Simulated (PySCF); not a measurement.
# Assigning NMR signals

Bonds (- single, = double, # triple, : aromatic): C1=C2, C2-C3, C3-B4, B4-C5, C5-C6, C6-C7, C7-C8, C8-C3. C1 carries H9, H10; C2 carries H11; C3 carries H12; B4 carries H13; C5 carries H14, H15; C6 carries H16, H17; C7 carries H18, H19; C8 carries H20, H21. Stereochemistry as in C=C[C@H]1BCCCC1. H15, H16, H19, H20 are cis to C2 on the ring; H9 is cis to C3; H14, H17, H18, H21 are trans to C2 on the ring; H10 is trans to C3.

All values are calculated (PySCF): PBE0-D3(BJ)/def2-SVP geometry, GIAO B97-2/pcSseg-1 shieldings. A single conformation, gas phase, relativity neglected.

References, each an isolated molecule treated in the same way: $^{13}$C (183.69 ppm), $^{1}$H (31.38 ppm) against TMS.

Question: Assign these signals to the numbered atoms. $^{13}$C{$^{1}$H} NMR (computed): δ 148.7, 115.8, 51.8, 32.5, 29.1, 28.2, 25.2.

Answer: 
148.7 → C2, alkene CH: an sp2 carbon of a C=C bond
115.8 → C1, terminal =CH2 carbon: an sp2 carbon of a C=C bond
51.8 → C3, allylic sp3 CH bonded to B
32.5 → C8, sp3 CH2 in a ring: aliphatic region, no heteroatom directly attached
29.1 → C7, sp3 CH2 in a ring
28.2 → C5, sp3 CH2 bonded to B
25.2 → C6, sp3 CH2 in a ring: saturated and bonded to C and H only

C7 and C5 lie closer than the usual error of such a calculation, so a measured spectrum could show them in the other order.

Question: Assign these signals to the numbered atoms. $^{1}$H NMR (300 MHz, computed): δ 7.11 (br, 1H), 6.00 (m, 1H), 5.15 (m, 1H), 5.12 (m, 1H), 2.03 (m, 1H), 1.79 (m, 1H), 1.78 (m, 1H), 1.74 (m, 1H), 1.39 (m, 1H), 1.36 (m, 1H), 1.33 (m, 1H), 1.30 (m, 1H), 0.80 (m, 1H).

Answer: 
| δ (ppm) | atoms | environment | reason |
| --- | --- | --- | --- |
| 7.11 | H13 | hydrogen on a boron bonded to 2 C, in a 6-membered ring | – |
| 6.00 | H11 | hydrogen on an alkene CH | olefinic region |
| 5.15 | H9 | hydrogen on a terminal =CH2 carbon | olefinic region |
| 5.12 | H10 | hydrogen on a terminal =CH2 carbon | – |
| 2.03 | H15 | hydrogen on an sp3 CH2 bonded to B | – |
| 1.79 | H19 | hydrogen on an sp3 CH2 in a ring | far from electronegative atoms and π systems |
| 1.78 | H21 | hydrogen on an sp3 CH2 in a ring | – |
| 1.74 | H17 | hydrogen on an sp3 CH2 in a ring | – |
| 1.39 | H20 | hydrogen on an sp3 CH2 in a ring | – |
| 1.36 | H18 | hydrogen on an sp3 CH2 in a ring | far from electronegative atoms and π systems |
| 1.33 | H12 | hydrogen on an allylic sp3 CH bonded to B | – |
| 1.30 | H16 | hydrogen on an sp3 CH2 in a ring | – |
| 0.80 | H14 | hydrogen on an sp3 CH2 bonded to B | – |

H9 and H10; H19 and H21; H21 and H17; H20 and H18; H18 and H12; H12 and H16 lie closer than the usual error of such a calculation, so a measured spectrum could show them in the other order.

Hydrogens on boron are broadened and split by $^{11}$B (spin 3/2, 80 %) and 10B (spin 3). A carbon bonded to boron is broadened by the quadrupolar boron nucleus and is often missing from a measured spectrum. Shifts are as computed. Against solution values, carbons near 30 ppm lie about +1 ppm off and those near 130 ppm about +2 ppm. Of 1211 compounds with measured shifts, 218 miss one by over three times the rms of a fit or turn the order of signals round; such compounds aren't used in these exercises. No couplings were computed; multiplicities are counted from neighbouring protons, with m where these are inequivalent, close in shift, in a saturated or five-membered ring or joined by F or P, and br s for small geminal =CH2 splittings.
